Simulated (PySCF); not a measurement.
[TaCl4]+: from structure and modes to constants

All numbers come from PBE in PySCF with Ta def2-SVP with ECP60, Cl def2-SVP; scalar-relativistic core potentials, no spin–orbit coupling; density-fitted integrals.

The singlet minimum has Td symmetry. Masses (u): Ta 180.94800, Cl 34.96885.

```xyz
5
charge 1 multiplicity 1, angstrom
Ta    0.0000    0.0000    0.0000
Cl    1.2913   -1.2913    1.2913
Cl   -1.2913    1.2913    1.2913
Cl    1.2913    1.2913   -1.2913
Cl   -1.2913   -1.2913   -1.2913
```

Harmonic wavenumbers (cm⁻¹): 110.5 (t2, ×3), 118.7 (e, ×2), 423.1 (a1, ×1), 447.9 (t2, ×3).

(1) Find the principal moments of inertia and the rotational constants. What kind of rotor is it?

(2) What is the harmonic zero-point energy?

(3) Find the vibrational entropy and heat capacity at 298.15 K.

(4) Give the standard entropy (298.15 K, 1 bar) by its translational, rotational, vibrational and spin parts, and Cp.

Results:

(1) About the centre of mass I = 466.44, 466.44, 466.44 u Å². With B = 16.8576/I this gives 0.03614, 0.03614, 0.03614 cm⁻¹. The molecule is a spherical top.

(2) Half the sum of all 9 wavenumbers, 2335/2 = 1168 cm⁻¹, which is 14.0 kJ/mol (1 cm⁻¹ = 0.0119627 kJ/mol).

(3) With u = 1.43878 ω/T, each mode gives S = R[u/(eᵘ−1) − ln(1−e⁻ᵘ)] and C = R u² eᵘ/(eᵘ−1)².
```
  ω (cm⁻¹)      u  S (J/(mol K))  C (J/(mol K))
110.5 (×3)  0.533          13.64           8.12
118.7 (×2)  0.573          13.06           8.09
     423.1  2.042           3.69           5.94
447.9 (×3)  2.161           3.36           5.71
```
The sums over all modes are S = 80.8 and C = 63.6 J/(mol K); the softest mode gives 17 % of the entropy (each member, where degenerate).

(4) Sackur–Tetrode with M = 320.82 u gives 180.8; rotation with symmetry number 12 gives 104.5; vibration 80.8; spin R ln 1 = 0.0. The total is 366.1 J/(mol K), and Cp = 4 R + 63.6 = 96.9 J/(mol K).

Stability towards spin polarisation was not tested. Other isomers or separated fragments may lie lower. No spin–orbit coupling is included, which matters more the heavier the element.
